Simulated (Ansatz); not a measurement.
`CC(=O)N[SiH2]Cl` + `CN[SiH3]` → `CN([SiH3])[SiH2]Cl` + `CC(N)=O`  (ligand exchange at the Si–N bond)

Computed with Ansatz on PBE0-D4/def2-TZVP structures; ΔE is electronic, products minus reactants. CCSD(T)/CBS is the MP2 limit (def2-TZVPP, def2-QZVPP) plus CCSD(T) − MP2 in def2-TZVPP, frozen cores. Functionals use def2-TZVPP. B3LYP here is the variant with VWN-RPA as its local correlation; programs differ in this. One conformer a species, not always the lowest.

`CC(=O)N[SiH2]Cl`:

Cartesian coordinates in Å:
```
C -1.221 -1.490 -0.693
C -0.174 -0.425 -0.568
O 0.580 -0.102 -1.475
N -0.041 0.231 0.612
Si 1.232 1.429 0.531
Cl 1.215 2.260 2.424
H -1.056 -2.275 0.049
H -1.182 -1.919 -1.692
H -2.213 -1.068 -0.516
H -0.625 0.021 1.404
H 0.924 2.514 -0.417
H 2.562 0.823 0.341
```

`CN[SiH3]`:

Cartesian coordinates in Å:
```
C 0.171 1.299 0.486
N 0.654 0.008 0.046
Si -0.380 -1.225 -0.549
H 0.952 2.059 0.398
H -0.657 1.616 -0.154
H -0.194 1.305 1.522
H 1.511 -0.276 0.493
H -1.177 -0.673 -1.678
H -1.361 -1.769 0.441
H 0.482 -2.345 -1.005
```

`CN([SiH3])[SiH2]Cl`:

```xyz
13

C    -1.092    0.282   -1.011
N    -0.141    0.002    0.066
Si    0.578    1.381    0.834
Si    0.384   -1.608    0.280
Cl    1.677   -2.231   -1.208
H    -1.780    1.081   -0.718
H    -1.695   -0.602   -1.232
H    -0.589    0.585   -1.935
H    -0.496    2.231    1.417
H     1.492    0.896    1.895
H     1.333    2.217   -0.140
H     1.109   -1.716    1.562
H    -0.780   -2.519    0.189
```

`CC(N)=O`:

Cartesian coordinates in Å:
```
C -0.130 -0.972 0.503
C -0.376 0.173 -0.449
N 0.474 1.225 -0.336
O -1.272 0.151 -1.266
H 0.150 -1.850 -0.081
H 0.647 -0.772 1.242
H -1.065 -1.203 1.014
H 1.218 1.244 0.335
H 0.355 2.003 -0.961
```

```tsv
level	ΔE (eV)
B3LYP	-0.09
CCSD(T)/def2-TZVPP	-0.10
HF/def2-QZVPP	-0.07
CCSD/CBS(def2)	-0.10
```

(1) What does CCSD(T)/CBS give? (An estimate is asked.)

Largest T1 diagnostic among the species: 0.014.

## Answers

(1) Ansatz gave: -0.10 eV. The listed levels differ from it by 0.01, 0.00, 0.03, 0.00 eV.

The D4 term adds −0.05 eV with B3LYP and −0.03 eV with PBE0; it sums over pairs of atoms, weighted by their polarisabilities, and B3LYP, whose exchange is more repulsive, gets the larger term. In def2-TZVPP, CCSD(T) changes the Hartree–Fock value by −0.04 eV (the triples alone add −0.01 eV) and MP2 by −0.06 eV.
